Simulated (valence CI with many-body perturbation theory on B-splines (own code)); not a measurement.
## Mo²⁺: E2, M1 decay

Level of theory: configuration interaction combined with many-body perturbation theory (CI+MBPT): four valence electrons over a frozen Dirac-Fock core [Kr], a basis of 9 s, 9 p, 10 d, 8 f, 5 g, 3 h, 1 i functions for each j, with the one-electron correlation potential Σ1 (screened to all orders), the two-electron term Σ2, the three-electron term Σ3, Breit, model QED; selected single and double excitations, second order for the rest, scaled by the run's own slope (own B-spline code, finite nucleus).

Set against measurement, 50 paired levels are off by 357 cm⁻¹ on average, the worst by 1033. These come from a selection out of Sugar and Musgrove, J. Phys. Chem. Ref. Data 17, 155 (1988). Levels without a partner in it may be off by more, other configurations by 1,000 to 8,000 cm⁻¹. Among the levels kept, up to 430 cm⁻¹ of a level comes from second order outside the variational space, and about a tenth of that is noise between levels of different J, which matters for small intervals. Only levels of the ground parity were solved; by the run's estimate the other parity begins above the list, which can be wrong where configurations are misplaced.

Lines 1 to 50 of 103 in falling wavelength, among levels below 57198 cm⁻¹, chosen from the decays that carry over 1 % of a level's rate. Wavelengths and rates use the calculated energies, so an error of 400 cm⁻¹ moves a line at 5386 nm by 22 % and its rate by three times that or more. Electric multipoles are in the length gauge, E1 and E2 with the static RPA response of the core. Weak lines are less certain than strong ones. Lines between different terms over intervals too small for the method are left out, as are lines whose strength nearly cancels and 17 of this kind that miss the measured wavelength by over 7 %. Branching is blank where the lifetime is uncertain.

Letters in brackets count levels of one name in rising energy.

```tsv
λ vac (nm)	λ from measured levels	Upper	Lower	Type	A (s⁻¹)	Branch %
41930	41320	4d4 5D_1	4d4 5D_0	M1	7.25e-04	100.0
23740	23460	4d4 5D_2	4d4 5D_1	M1	4.21e-03	100.0
19510	18670	4d4 3H_6	4d4 3H_5	M1	2.83e-03	99.4
18130	17990	4d4 5D_3	4d4 5D_2	M1	7.74e-03	100.0
17880	16780	4d4 3H_5	4d4 3H_4	M1	4.39e-03	94.8
15440	15420	4d4 5D_4	4d4 5D_3	M1	7.32e-03	100.0
5436	5414	4d4 3P_2 [a]	4d4 3P_1 [a]	M1	8.52e-02	12.7
5386	5148	4d4 3G_3	4d4 3F_2 [a]	M1	3.71e-02	15.4
5380	5200	4d4 3G_3	4d4 3F_3 [a]	M1	4.09e-02	17.0
5122	5034	4d4 3G_4	4d4 3F_4 [a]	M1	2.13e-02	13.5
4411	4283	4d4 3G_4	4d4 3F_3 [a]	M1	6.43e-03	4.1
4262	4135	4d4 3G_5	4d4 3F_4 [a]	M1	4.73e-02	
3132		4d4 1D_2 [a]	4d4 3D_1	M1	5.09e-02	
2444	2566	4d4 1G_4 [a]	4d4 3G_5	M1	4.44e-02	4.3
2229	2310	4d4 1G_4 [a]	4d4 3G_4	M1	2.25e-02	2.2
2043	2109	4d4 1G_4 [a]	4d4 3G_3	M1	1.18e-01	11.3
1858	1949	4d4 3D_3	4d4 3P_2 [a]	M1	5.14e-02	8.1
1832	1916	4d4 3D_2	4d4 3P_2 [a]	M1	3.43e-02	6.0
1731		4d4 3D_1	4d4 3P_2 [a]	M1	4.80e-02	6.4
1657	1543	4d4 1I_6	4d4 3H_6	M1	1.40e-01	53.0
1560		4d4 3D_1	4d4 3F_2 [a]	M1	2.04e-02	2.7
1553	1583	4d4 1G_4 [a]	4d4 3F_4 [a]	M1	3.85e-01	37.0
1527	1426	4d4 1I_6	4d4 3H_5	M1	1.24e-01	46.9
1481	1501	4d4 1G_4 [a]	4d4 3F_3 [a]	M1	8.13e-02	7.8
1337		4d4 1F_3	4d4 3D_2	M1	6.45e-02	
1323		4d4 1F_3	4d4 3D_3	M1	1.60e-01	
1313		4d4 3D_1	4d4 3P_1 [a]	M1	1.64e-01	21.7
1182	1261	4d4 1G_4 [a]	4d4 3H_4	M1	1.50e-01	14.4
1169		4d4 3P_2 [b]	4d4 1D_2 [a]	M1	1.42e-01	6.5
1132		4d4 3D_1	4d4 3P_0 [a]	M1	9.13e-02	12.1
1115	1184	4d4 1D_2 [a]	4d4 3P_2 [a]	M1	1.93e-01	
940.3	925.3	4d4 3H_4	4d4 5D_4	M1	2.22e-02	83.2
925.1	971.3	4d4 1D_2 [a]	4d4 3P_1 [a]	M1	6.86e-02	
907.0	954.2	4d4 1S_0	4d4 3P_1 [a]	M1	1.82e+00	
893.4	876.9	4d4 3H_5	4d4 5D_4	M1	2.41e-04	5.2
886.4	872.9	4d4 3H_4	4d4 5D_3	M1	4.49e-03	16.8
884.2		4d4 1F_3	4d4 3G_4	M1	1.32e-01	
866.2	916.8	4d4 3P_0 [a]	4d4 5D_1	M1	1.25e+00	100.0
853.4		4d4 1F_3	4d4 3G_3	M1	1.05e-01	
828.8		4d4 3P_2 [b]	4d4 3D_2	M1	1.47e-01	6.7
828.8		4d4 3P_2 [b]	4d4 3D_2	E2	6.78e-02	3.1
823.5		4d4 3P_2 [b]	4d4 3D_3	E2	1.32e-01	6.0
823.5		4d4 3P_2 [b]	4d4 3D_3	M1	5.79e-02	2.7
810.6	844.4	4d4 3P_1 [a]	4d4 5D_2	M1	9.35e-01	89.4
810.3	828.1	4d4 3F_3 [a]	4d4 5D_4	M1	4.55e-02	8.2
790.2	804.9	4d4 3F_4 [a]	4d4 5D_4	M1	5.99e-01	77.3
772.8		4d4 1F_3	4d4 3P_2 [a]	M1	6.40e-03	
769.9	785.9	4d4 3F_3 [a]	4d4 5D_3	M1	3.52e-01	63.8
769.8	787.1	4d4 3F_2 [a]	4d4 5D_3	M1	2.89e-02	8.7
769.4	799.3	4d4 3P_1 [a]	4d4 5D_0	M1	7.82e-02	7.5
```
